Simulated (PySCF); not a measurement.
## Spinor energies of Hg⁺ (mercury, charge +1)

Start: [Xe] 4f14 5d10 6d1; 6d5/2 filled at m_j = +5/2. Calculated with PySCF 2.14 in x2c-TZVPall-2c with one added diffuse shell each of s, p, d type (12s12p11d2f, 117 functions): generalised Hartree-Fock with the X2C-1e Hamiltonian and a Gaussian nucleus; spin-orbit coupling (SO) screened by Boettger's factors. This is a chosen level, not necessarily the ground level.

```csv
spinor shell,electrons,"ε, screened SO (eV)",weight of nominal j (screened SO),"rms radius, screened SO (bohr)"
1s1/2,2,-83552.0,1.000,0.0187
2s1/2,2,-14969.6,1.000,0.0755
2p1/2,2,-14339.0,1.000,0.0639
2p3/2,4,-12385.9,1.000,0.0720
3s1/2,2,-3632.1,1.000,0.193
3p1/2,2,-3349.1,1.000,0.184
3p3/2,4,-2910.2,1.000,0.201
3d3/2,4,-2447.2,1.000,0.176
3d5/2,6,-2353.6,1.000,0.180
4s1/2,2,-846.79,1.000,0.424
4p1/2,2,-724.41,1.000,0.429
4d3/2,4,-416.70,1.000,0.475
4d5/2,6,-396.08,1.000,0.486
5s1/2,2,-152.52,1.000,0.972
4f5/2,6,-135.54,1.000,0.526
4f7/2,8,-131.39,1.000,0.528
5p1/2,2,-110.30,1.000,1.05
5p3/2,4,-91.389,1.000,1.15
5d3/2,4,-31.689,1.000,1.51
5d5/2,6,-29.524,1.000,1.57
6d5/2,1,-5.434,1.000,6.64
```

(1) Where does 4p3/2 lie, and what is the 4p spin-orbit splitting (screened SO)?

```csv
quantity,screened SO
E (hartree),-19638.92944
M_J,5/2
⟨J²⟩,8.751
⟨L²⟩,6.183
⟨S²⟩,0.932
```

Breit and QED terms are absent; they matter most for the inner s and p1/2 levels.

Densities and radii are taken from the X2C orbitals without a picture-change correction, which distorts them close to the nucleus.

Answers

(1) At -617.00 eV, 107.41 eV above 4p1/2.
